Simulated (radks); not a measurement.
Neutral potassium, [Ar] 4s1. Method: non-relativistic Kohn-Sham, PBE, spin-polarised, spherical densities, point nucleus; computed with a radial shooting solver on a logarithmic mesh with Libxc functionals. Every spin shell is full or empty, so the densities are truly spherical. Functionals are evaluated on that one density, not self-consistently. Rank these exchange functionals by their error against the exact value of the orbitals, and give that value: LDA, PBE, PBEsol, revPBE, RPBE, PW91, PW86, AM05.

Answer. Exact: -32.6482 hartree. From best to worst, with 100 (|E| - |E exact|)/|E exact| (equal figures are ties): RPBE -0.04, PW91 -0.11, revPBE -0.17, PW86 +0.42, PBE -0.53, PBEsol -3.33, AM05 -6.63, LDA -7.49.
